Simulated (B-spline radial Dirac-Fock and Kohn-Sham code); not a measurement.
# Be⁺: input and output of one calculation

ΔSCF core binding energies without Breit or QED terms, calculated with a radial finite-basis atomic code. Keys: rel is the Hamiltonian (dirac, or spin-free x2c and nr, where L3 and M5 stand for the whole 2p and 3d shells), method is hf or an exchange,correlation pair (spin-unpolarised, also for the hole states), nuc the nuclear model, radius_factor scales its radius, rmax is the box in bohr, h the logarithmic mesh step, order the B-spline order, points the quadrature points per cell, c_factor scales the speed of light, and damp, ndamp, maxit and tol steer the iteration. The run stops when the commutator error falls below 10·tol·max(1, Z/10), or the numerical noise floor, and the energy has settled to about 1e-8 Ha; the virial ratio is −V/T.

Input (task.json):

```json
{"items": [{"Z": 4, "q": 1, "cfg": [[1, 0, 2], [2, 0, 1]], "A": 9, "rrms": 2.519, "do": "settings", "holes": ["K", "L3", "M5"],
  "settings": [{"rel": "dirac", "method": "hf", "nuc": "fermi", "radius_factor": 1.0, "rmax": 45.0, "h": 0.3, "order": 9, "points": 10, "c_factor": 1.0, "maxit": 60, "damp": 0.5, "ndamp": 3, "tol": 1e-08}]}]}
```

Command: `python xray2_run.py task.json out`

Ground-state iterations:

```
iter   energy (Ha)        error
   1      -13.99302698  2.64e-01
   2      -14.27966340  1.32e-02
   3      -14.28008381  6.54e-03
   4      -14.28018296  3.27e-03
   5      -14.28021457  1.28e-04
   6      -14.28021462  5.40e-06
   7      -14.28021462  3.33e-08
```

The ground state converged in 7 iterations, with total energy -14.28021 Ha, virial ratio 1.99961 and highest orbital energy -18.13 eV. Holes are computed only in closed shells, and unreliable hole states are left out.
